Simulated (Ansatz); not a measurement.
`C[Si](C)(C)C#Cc1ccc(-c2ccc(-c3ccc(C#C[Si](C)(C)C)s3)s2)s1`. Total charge 0; singlet. Geometry PBE-D4/def2-SVP; atoms count from 1.

```xyz
51

C     0.391   -8.417    5.563
Si    1.341   -6.993    6.364
C     0.459   -6.414    7.933
C     3.116   -7.513    6.755
C     1.411   -5.584    5.169
C     1.480   -4.638    4.372
C     1.567   -3.563    3.470
C     2.689   -2.812    3.106
C     2.404   -1.799    2.165
C     1.059   -1.750    1.784
C     0.418   -0.856    0.853
C    -0.921   -0.797    0.457
C    -1.187    0.222   -0.485
C    -0.059    0.969   -0.832
C     0.061    2.075   -1.749
C     1.199    2.820   -2.078
C     0.954    3.840   -3.022
C    -0.380    3.902   -3.439
C    -0.977    4.782   -4.359
C    -1.496    5.560   -5.171
Si   -2.239    6.735   -6.389
C    -4.005    6.172   -6.758
C    -1.189    6.705   -7.961
C    -2.239    8.468   -5.633
S    -1.331    2.661   -2.633
S     1.348    0.383    0.034
S     0.142   -2.987    2.615
H     0.330   -9.282    6.256
H    -0.643   -8.111    5.304
H     0.890   -8.755    4.632
H    -0.574   -6.081    7.709
H     0.402   -7.239    8.674
H     0.998   -5.566    8.402
H     3.125   -8.358    7.474
H     3.647   -7.835    5.837
H     3.686   -6.674    7.204
H     3.683   -3.011    3.527
H     3.157   -1.108    1.760
H    -1.684   -1.485    0.849
H    -2.181    0.420   -0.910
H     2.184    2.618   -1.634
H     1.715    4.531   -3.407
H    -4.486    6.856   -7.488
H    -4.622    6.166   -5.836
H    -4.016    5.149   -7.185
H    -0.144    7.007   -7.746
H    -1.600    7.405   -8.719
H    -1.167    5.690   -8.406
H    -2.675    9.203   -6.342
H    -1.208    8.795   -5.390
H    -2.835    8.494   -4.699
```

Single mean-field runs in def2-TZVP are fitted with def2-universal-jkfit.

(1) Estimate the Mulliken populations of the heavy atoms from the PBE0/def2-TZVP orbitals of Ansatz.

(2) And the Mayer bond orders between heavy atoms (over 0.3)?

Answers

(1) 
| atom | charge (e) |
| --- | --- |
| C1 | -0.48 |
| Si2 | 0.34 |
| C3 | -0.48 |
| C4 | -0.48 |
| C5 | 0.05 |
| C6 | 0.05 |
| C7 | -0.21 |
| C8 | -0.19 |
| C9 | -0.17 |
| C10 | 0.01 |
| C11 | 0.07 |
| C12 | -0.17 |
| C13 | -0.17 |
| C14 | 0.07 |
| C15 | 0.01 |
| C16 | -0.17 |
| C17 | -0.19 |
| C18 | -0.21 |
| C19 | 0.05 |
| C20 | 0.05 |
| Si21 | 0.34 |
| C22 | -0.48 |
| C23 | -0.48 |
| C24 | -0.48 |
| S25 | 0.04 |
| S26 | -0.02 |
| S27 | 0.04 |
Mulliken values depend strongly on the basis.

(2) C1–Si2 1.00 (1.89 Å); Si2–C3 1.00 (1.89 Å); Si2–C4 1.00 (1.89 Å); Si2–C5 0.98 (1.85 Å); C5–C6 2.56 (1.24 Å); C6–C7 1.13 (1.41 Å); C7–C8 1.50 (1.40 Å); C7–S27 1.32 (1.76 Å); C8–C9 1.33 (1.41 Å); C9–C10 1.44 (1.40 Å); C10–C11 1.01 (1.44 Å); C10–S27 1.30 (1.75 Å); C11–C12 1.41 (1.40 Å); C11–S26 1.27 (1.75 Å); C12–C13 1.34 (1.41 Å); C13–C14 1.41 (1.40 Å); C14–C15 1.01 (1.44 Å); C14–S26 1.27 (1.75 Å); C15–C16 1.44 (1.40 Å); C15–S25 1.30 (1.75 Å); C16–C17 1.33 (1.41 Å); C17–C18 1.50 (1.40 Å); C18–C19 1.13 (1.41 Å); C18–S25 1.31 (1.76 Å); C19–C20 2.56 (1.24 Å); C20–Si21 0.98 (1.85 Å); Si21–C22 1.00 (1.89 Å); Si21–C23 1.00 (1.89 Å); Si21–C24 1.00 (1.89 Å).
